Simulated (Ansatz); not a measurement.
Harmonic frequencies (cm⁻¹) at PBE0-D4/def2-TZVP from Ansatz: 126, 173, 230, 323, 364, 628, 636, 652, 749, 924, 933, 952, 968, 971, 1016, 1063, 1244, 1399, 1440, 1469, 1485, 1688, 2210, 2212, 2232, 3033, 3093, 3117, 3123, 3214.

Problem. Which molecule is it?
A. `C=C(C)[SiH3]`
B. `CC1C[SiH2]1`
C. `CC[Si]C`
D. `[SiH3]C1CC1`

Solution. A.
